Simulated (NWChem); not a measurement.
System: C2H3F2NSi; SMILES N#CC(F)(F)[SiH3]

```xyz
9

N     -1.0124    -2.3358     0.0000
C     -0.3618    -1.3754     0.0000
C      0.3651    -0.0896     0.0000
F      1.1758    -0.0527    -1.1090
F      1.1758    -0.0527     1.1090
Si    -0.7847     1.4712     0.0000
H     -1.6175     1.4261    -1.2237
H      0.1224     2.6410     0.0000
H     -1.6175     1.4261     1.2237
```
Atoms are numbered in this order, from 1.

Computed with NWChem. Pople sets run with spherical d functions. Structure relaxed at the B3LYP/6-31G* (spherical d) level.

Task: Predict the results for PBE/6-31+G*. Quantities: highest occupied level (eV); orbital gap (eV); dipole (D).

Result: 
- highest occupied level (eV) = -8.22
- orbital gap (eV) = 6.18
- dipole (D) = 3.16
